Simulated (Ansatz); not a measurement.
`N[SiH2]OBF` + BH₃ → `B[SiH2]OBF` + NH₃  (formal exchange of groups at the Si–N bond)

Calculated with Ansatz (gas phase, PBE0-D4/def2-TZVP geometries, no zero-point term in ΔE). CBS: MP2 limit from def2 TZ/QZ plus the TZ coupled-cluster correction, frozen cores. This one scheme is used for every species. DFT in def2-TZVPP. B3LYP here is the variant with VWN-RPA as its local correlation; programs differ in this. One conformer a species, not always the lowest.

| level | ΔE (kJ/mol) | difference from CCSD(T)/CBS |
| --- | --- | --- |
| PBE-D4 | 68.2 | -17.4 |
| r2SCAN-D4 | 81.0 | -4.6 |
| PBE0-D4 | 75.0 | -10.6 |
| B3LYP-D4 | 85.0 | -0.6 |
| ωB97X-V | 84.6 | -1.0 |
| ωB97M-V | 89.4 | 3.8 |
| B2PLYP | 89.0 | 3.4 |
| PBE | 67.4 | -18.2 |
| r2SCAN | 80.9 | -4.7 |
| PBE0 | 74.5 | -11.1 |
| B3LYP | 83.8 | -1.8 |
| HF/def2-TZVPP | 100.1 | 14.5 |
| MP2/def2-TZVPP | 94.6 | 9.0 |
| SCS-MP2/def2-TZVPP | 94.7 | 9.1 |
| CCSD/def2-TZVPP | 86.6 | 1.0 |
| CCSD(T)/def2-TZVPP | 85.4 | -0.2 |
| HF/def2-QZVPP | 100.9 | 15.3 |
| MP2/def2-QZVPP | 95.0 | 9.4 |
| SCS-MP2/def2-QZVPP | 94.9 | 9.3 |
| HF/CBS(def2) | 101.0 | 15.4 |
| MP2/CBS(def2) | 94.8 | 9.2 |
| CCSD/CBS(def2) | 86.8 | 1.2 |
| CCSD(T)/CBS | 85.6 | 0 |

Largest T1 diagnostic among the species: 0.013.

From PBE to PBE0 (25 % exact exchange), in def2-TZVPP and without D4, ΔE moves by +7.1 kJ/mol. In def2-TZVPP, CCSD(T) changes the Hartree–Fock value by −14.6 kJ/mol (the triples alone add −1.2 kJ/mol) and MP2 by −5.5 kJ/mol.
